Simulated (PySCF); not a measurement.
B(H)2(OEt) (C2H7BO), SMILES BOCC.

Geometry optimised at TPSSh-D3(BJ)/def2-SVP. The structure was generated by enumeration, and PubChem lists no compound with its InChIKey, so it may never have been made. The values are those of a single conformer.

Two levels are set side by side: PBE/def2-TZVP (PySCF) and B3LYP/def2-TZVP (PySCF). Same geometry, gas phase. Differences are taken from unrounded values.

```tsv
quantity	B3LYP
orbital gap (eV)	7.72
highest occupied level (eV)	-8.31
lowest empty level (eV)	-0.59
dipole moment (D)	1.79
mean polarisability (bohr³)	45.0
```

Q: What does PBE give, and how far is it from B3LYP? (The exact figures need the calculation; the answer reports its results.)

A: 
| quantity | PBE | PBE minus B3LYP |
|---|---|---|
| orbital gap (eV) | 5.71 | -2.02 |
| highest occupied level (eV) | -7.03 | 1.28 |
| lowest empty level (eV) | -1.33 | -0.74 |
| dipole moment (D) | 1.84 | 0.04 |
| mean polarisability (bohr³) | 46.5 | 1.6 |

Without exact exchange PBE keeps part of each electron's self-repulsion, which lifts occupied levels and narrows the gap. PBE's more diffuse valence density responds more strongly to a field. Differences between two approximate levels are no errors against the true value.

Rough cost on one machine, each run with all the roots and properties that it gave: B3LYP against PBE within a factor of 2.
